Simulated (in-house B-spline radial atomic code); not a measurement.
## RPA and G0W0 on Hartree-Fock: the caesium ion Cs⁴⁺

Configuration [Kr] 4d10 5s2 5p3, highest spin, mean-field start Hartree-Fock. Computed with an all-electron radial atomic-structure program (B-spline basis): all electrons, scalar-relativistic (spin-free one-electron X2C), finite nucleus, each spin shell either full or empty, empty states to l = 9 with an (l + 1/2)⁻⁴ tail; G0W0 by contour deformation at full frequency.

Spin-orbit coupling, left out, splits p levels strongly here.

Command:
```bash
python run_gw.py task.json out
```
Settings (radii: box in bohr, nucleus in fm):
```
Z                        55
electrons                51
configuration            [Kr] 4d10 5s2 5p3
hamiltonian              x2c
method                   hf
lmax                     9
rms_radius               4.8041
spin_polarised           True
box_radius               11.96
intervals                67
```

Run time, properties included: 8.3 s on 1 thread of Arm Neoverse N1, with other jobs on the host.

Energies (hartree):

```tsv
term	value
mean-field total	-7779.42530
Hartree-Fock functional on these orbitals	-7779.42530
direct second order	-4.2144
second-order exchange	1.1658
SOSEX correction	1.1045
```

Problem. What is the RPA correlation energy, and what remains with SOSEX?

Solution. RPA gives -3.7985 hartree (-2.03 eV per electron); RPA + SOSEX gives -2.694, and the second-order doubles (MP2) -3.0486 hartree. RPA lacks exchange-type terms and so overcorrelates at short range.

Quasi-particle levels (eV):

```json
{"level": "5p up", "occupied": "yes", "mean field": "-57.91", "Σx - vxc": "0.00", "Σc": "?", "QP weight": "?", "G0W0": "?"}
{"level": "5s down", "occupied": "yes", "mean field": "-67.46", "Σx - vxc": "0.00", "Σc": "-2.56", "QP weight": "0.969", "G0W0": "-70.02"}
{"level": "5s up", "occupied": "yes", "mean field": "-76.97", "Σx - vxc": "0.00", "Σc": "2.21", "QP weight": "0.864", "G0W0": "-74.76"}
{"level": "4d down", "occupied": "yes", "mean field": "-130.68", "Σx - vxc": "0.00", "Σc": "0.98", "QP weight": "0.901", "G0W0": "-129.69"}
{"level": "5p down", "occupied": "no", "mean field": "-42.01", "Σx - vxc": "0.00", "Σc": "-2.10", "QP weight": "0.970", "G0W0": "-44.10"}
```

G0W0 = mean field + (Σx - vxc) + Σc, with Σc (partial-wave tail included) taken at the quasi-particle energy. Only the outer levels were computed.

Problem. Where does G0W0 put 5p up?

Solution. At -58.70 eV, with Σc = -0.78 eV and a quasi-particle weight of 0.969. The tabulated removal energy is 56 ± 1.9 eV (NIST, tabulated theory); the calculation leaves out spin-orbit coupling, Breit and QED terms, and what these don't explain is the method's own error.
